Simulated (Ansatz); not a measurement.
Calculated with Ansatz (gas phase, PBE0-D4/def2-TZVP geometries, no zero-point term in ΔE). CCSD(T)/CBS is the MP2 limit (def2-TZVPP, def2-QZVPP) plus CCSD(T) − MP2 in def2-TZVPP, frozen cores. DFT in def2-TZVPP. B3LYP here is the variant with VWN-RPA as its local correlation; programs differ in this. For Ge outer-core shells are correlated without core-valence functions, which leaves a few kJ/mol of doubt a bond. Scalar relativity is left out up to krypton. One conformer a species, not always the lowest.

Reaction (redistribution): `O[SiH](O)C#[C][GeH3]` + `CBS` → `O[SiH2]C#[C][GeH3]` + `CB(O)S`

```tsv
level	ΔE (kJ/mol)	difference from CCSD(T)/CBS
PBE-D4	-11.2	-7.6
r2SCAN-D4	-6.1	-2.5
PBE0-D4	-9.0	-5.4
B3LYP-D4	-6.4	-2.8
ωB97X-V	-6.8	-3.2
ωB97M-V	-5.6	-2.0
B2PLYP	-4.9	-1.3
PBE	-11.3	-7.7
r2SCAN	-6.2	-2.6
PBE0	-9.2	-5.6
B3LYP	-6.6	-3.0
HF/def2-TZVPP	-2.4	1.2
MP2/def2-TZVPP	-4.0	-0.4
SCS-MP2/def2-TZVPP	-4.2	-0.6
CCSD/def2-TZVPP	-4.6	-1.0
CCSD(T)/def2-TZVPP	-5.3	-1.7
HF/def2-QZVPP	-1.6	2.0
MP2/def2-QZVPP	-2.7	0.9
SCS-MP2/def2-QZVPP	-3.0	0.6
HF/CBS(def2)	-1.5	2.1
MP2/CBS(def2)	-2.3	1.3
CCSD/CBS(def2)	-2.9	0.7
CCSD(T)/CBS	-3.6	0
```

Largest T1 diagnostic among the species: 0.013.
